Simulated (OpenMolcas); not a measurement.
Mo3+ with its 6 nearest bromide ions at 2.658 Å, on the Y site of Cs2NaYBr6 (a = 11.3047 Å, distance in the model lattice 2.765 Å). The rest of the host is ab initio model potentials to 7.6 Å, with orthogonalisation functions on the cations behind the ligands, and point charges beyond; the distance is set by hand and nothing relaxes. Ligand basis ANO-RCC-VDZP.

```yaml
Program: OpenMolcas 26.06
Method: CASSCF
Basis: ANO-RCC-VTZP [7s6p4d2f1g]
Scalar_Hamiltonian: DKH2, point nucleus
Active_space: 3 electrons in 5 orbitals (4d)
State_averaging: 2S+1 = 4 even, 10 roots; 2S+1 = 2 even, 40 roots
Spin-orbit_coupling: state interaction with AMFI integrals over the reference wave functions
```

Question: What is the spin-free ground state (labels of O, the rotations of Oh)?

Answer: 4A2, 1-fold in its orbital part; it has the highest spin that d3 allows.

Question: Where is the first state of the same spin?

Answer: 4T2 at 16000 cm-1 above the ground state.

Question: What are the lowest two levels with spin-orbit coupling?

Answer: A 4-fold level Γ8, then a 4-fold level Γ8 13346 cm-1 above it. Their leading multiplicities are 4 (100 %) and 2 (94 %).

Question: What is χT at 300 K, and how does it compare with the textbook value?

Answer: The lowest level has 2S+1 = 4, for which the spin-only value is χT = S(S+1) / 2 = 1.875 cm3 K/mol (g = 2). The computed 1.766 at 300 K differs by -0.109, through orbital momentum, spin-orbit coupling and any other state in reach.

Question: Which ligand-field parameters describe the states?

Answer: A least-squares ligand-field fit to the states below 45000 cm-1, each weighted by its degeneracy and with a free common offset, gives 10Dq = 15441 cm-1, B = 638 cm-1 and C = 2653 cm-1 (C/B = 4.16), with an rms deviation of 360 cm-1. The same method and metal basis give the free ion B = 813 cm-1 (fit to its terms below 60000 cm-1, rms deviation 33 cm-1), so the nephelauxetic ratio is β = 638 / 813 = 0.78; it hangs on how both fits weigh the states, and computed free-ion B values tend to be too large, so β mixes covalency with correlation.

Without dynamic correlation the repulsion within the d shell is too large (B by tens of per cent), so at a given field states of lower spin stand too high. The least metal-like active orbital is 79 % on the metal (Löwdin) and no ligand orbital is active, so the numbers are rough. With metal d orbitals alone the field can be off either way by tens of per cent. Ligand-to-metal charge-transfer states are missing. With no ligand orbital active B as a rule stays too high, so bands that hang on it stand too high and its fall with covalency is understated. No measured value stands beside these numbers; the geometry was set by hand and not optimised.
